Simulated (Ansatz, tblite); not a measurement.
Removing and adding an electron: Li5. Total charge 0; doublet. Geometry: PBE/def2-TZVP. Ansatz, gas phase; energy differences of separate SCF runs; the oxidised species is a singlet (the triplet lies 0.28 eV higher at PBE0/def2-TZVP); the reduced species is a triplet (the singlet lies 0.31 eV higher at PBE0/def2-TZVPD).

Cartesian coordinates in Å:
```
Li 2.097 -0.933 -1.160
Li -2.075 0.948 1.186
Li 0.531 1.592 -0.344
Li 0.330 -0.994 1.372
Li -0.883 -0.613 -1.055
```

The xTB rows come from tblite. The structure comes from a short search, and lower isomers may exist.

```
          level  −HOMO (eV)  vertical IE (eV)  −LUMO (eV)  vertical EA (eV)  HOMO–LUMO gap (eV)  IE − EA (eV)                                                                              remarks
       GFN1-xTB           –             12.02           –              8.10                   –          3.92                                                                                    –
       GFN2-xTB           –              7.82           –              2.89                   –          4.92                                                                                    –
  PBE/def2-TZVP        2.73              4.43        2.35                 –                0.37             –  restricted SCF unstable in HF (+1 singlet), spin-contaminated (⟨S²⟩ 0.92) (doublet)
 PBE/def2-TZVPD        2.73                 –        2.36              0.97                0.37             –                HOMO above zero (-1 triplet), spin-contaminated (⟨S²⟩ 0.92) (doublet)
 PBE0/def2-TZVP        3.19              4.38        1.81                 –                1.38             –  restricted SCF unstable in HF (+1 singlet), spin-contaminated (⟨S²⟩ 0.99) (doublet)
PBE0/def2-TZVPD        3.19                 –        1.82              0.91                1.37             –                HOMO above zero (-1 triplet), spin-contaminated (⟨S²⟩ 0.99) (doublet)
```

Run but left out: HF/def2-TZVPP, r2SCAN/def2-TZVP, MP2/def2-TZVPP, CCSD/def2-TZVPP, CCSD(T)/def2-TZVPP, r2SCAN/def2-TZVPD (doublet: ⟨S²⟩ 1.37 to 1.74, where a pure state has 0.75).   A HOMO above zero means that the electron is unbound at that level or that self-interaction error raises the level; the energy of removing that electron tells which. HOMO and LUMO are the levels of the spin that leaves or enters (xTB has no such levels and no spin-polarisation term). Other spin states of the ions may lie lower, which would lower the ionisation energy or raise the affinity. Raw xTB energy differences between charge states are shifted by several eV; the methods need an empirical correction for them.
